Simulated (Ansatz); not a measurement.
Start from `C#C/C=C/C` and change one atom or group (the configuration at the double bond changes too) to get `C/C=C\BN`.

Ansatz, PBE0-D4/def2-TZVP geometries, multiplicity 1. Each molecule was computed in one conformer, which needn't be the lowest.

```tsv
property	`C#C/C=C/C`
LUMO energy (PBE0/def2-TZVPP) / eV	-0.68
HOMO–LUMO gap (PBE0/def2-TZVPP) / eV	6.13
HOMO–LUMO gap (ωB97M-V/def2-TZVPP) / eV	10.30
HOMO energy (PBE0/def2-TZVPP) / eV	-6.81
HOMO–LUMO gap (B3LYP/def2-TZVPP) / eV	5.71
ideal-gas entropy at 298 K and 1 bar (rigid rotor, harmonic PBE0-D4/def2-TZVP) / J/(mol·K)	310
```

Task: Give the same properties after the change, and the shifts. (Best estimate.)

Result: Ansatz gave: 
| property | `C/C=C\BN` | shift |
| --- | --- | --- |
| LUMO energy (PBE0/def2-TZVPP) / eV | -0.52 | 0.16 |
| HOMO–LUMO gap (PBE0/def2-TZVPP) / eV | 6.56 | 0.43 |
| HOMO–LUMO gap (ωB97M-V/def2-TZVPP) / eV | 10.78 | 0.48 |
| HOMO energy (PBE0/def2-TZVPP) / eV | -7.08 | -0.27 |
| HOMO–LUMO gap (B3LYP/def2-TZVPP) / eV | 6.13 | 0.42 |
| ideal-gas entropy at 298 K and 1 bar (rigid rotor, harmonic PBE0-D4/def2-TZVP) / J/(mol·K) | 325 | 15 |

With PBE0 the HOMO falls by 0.27 eV and the LUMO rises by 0.16 eV, so the gap widens by about 0.43 eV. PBE moves the HOMO by -0.19 eV and ωB97M-V by -0.36 eV. The zero-point energy changes by 57.7 kJ/mol with +6 modes.

B3LYP here is the variant with VWN-RPA as its local correlation; programs differ in this.
